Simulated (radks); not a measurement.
Results of a calculation; reference values are marked as such.
The nuclear charge of the lanthanum ion La2+ is varied continuously with 55 electrons held in [Xe] 5d1. Level of theory: Dirac Kohn-Sham, PBEsol, spin-unpolarised, spherical densities, finite nucleus; open shells fill j = l - 1/2 first; Fermi nuclear charge, rms radius 4.855 fm (a radial shooting solver on a logarithmic mesh with Libxc functionals). By the Hellmann-Feynman theorem dE/dZ = E(electron-nucleus)/Z, the electronic potential at the nucleus (averaged over a nucleus of fixed radius).

Z,E (hartree),E(electron-nucleus)/Z (hartree),HOMO,e(HOMO) (eV),<r> HOMO (bohr)
56,-8135.5649,-353.227,5d3/2,-5.918,3.206
56.1,-8170.9321,-354.115,5d3/2,-6.693,3.110
56.2,-8206.3880,-355.003,5d3/2,-7.495,3.025
56.3,-8241.9327,-355.891,5d3/2,-8.324,2.948
56.4,-8277.5662,-356.780,5d3/2,-9.178,2.878
56.5,-8313.2886,-357.668,5d3/2,-10.056,2.814
56.6,-8349.0999,-358.557,5d3/2,-10.956,2.755
56.7,-8385.0001,-359.446,5d3/2,-11.878,2.701
56.8,-8420.9891,-360.336,5d3/2,-12.822,2.650
56.9,-8457.0672,-361.225,5d3/2,-13.786,2.602
57,-8493.2342,-362.115,5d3/2,-14.770,2.558
57.1,-8529.4902,-363.006,5d3/2,-15.773,2.516
57.2,-8565.8354,-363.896,5d3/2,-16.795,2.476
57.3,-8602.2695,-364.788,5d3/2,-17.836,2.439
57.4,-8638.7929,-365.679,5d3/2,-18.896,2.403
57.5,-8675.4054,-366.571,5d3/2,-19.973,2.369
57.6,-8712.1071,-367.463,5d3/2,-21.068,2.337
57.7,-8748.8981,-368.356,5d3/2,-22.180,2.306
57.8,-8785.7783,-369.249,5d3/2,-23.310,2.277
57.9,-8822.7479,-370.143,5d3/2,-24.456,2.248
58,-8859.8069,-371.037,5d3/2,-25.619,2.221

The central difference of E at Z = 57 is -362.115 hartree, to compare with the third column; the second derivative is -8.9 hartree.
